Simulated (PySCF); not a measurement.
Constitutional and geometric isomers with formula CH6Si2. Gas-phase values, no solvent. Strings in code marks are SMILES.

Level of theory: ωB97X-D3(BJ)/def2-TZVP // B3LYP-D3(BJ)/def2-TZVP (PySCF 2.14.0). All candidates: neutral, multiplicity 1. Delta-SCF ions had no search for a lower state. Excitations are Tamm–Dancoff values on a coarser integration grid. The basis has no diffuse functions, so Rydberg states are missing or too high.

```yaml
vertical ionisation energy (Delta-SCF): 8.53 eV
HOMO: -8.82 eV
S1 excitation (TDA): 5.31 eV
```

Task: Say which member has these values.
(A) `C=[SiH][SiH3]`
(B) `[SiH2]=C[SiH3]`
(C) `C1[SiH2][SiH2]1`
(D) `C[SiH]=[SiH2]`

Result: A, `C=[SiH][SiH3]`. The others give `C1[SiH2][SiH2]1`: 8.86 eV, -8.98 eV, 5.69 eV; `C[SiH]=[SiH2]`: 7.69 eV, -7.81 eV, 4.24 eV; `[SiH2]=C[SiH3]`: 8.83 eV, -9.07 eV, 5.29 eV
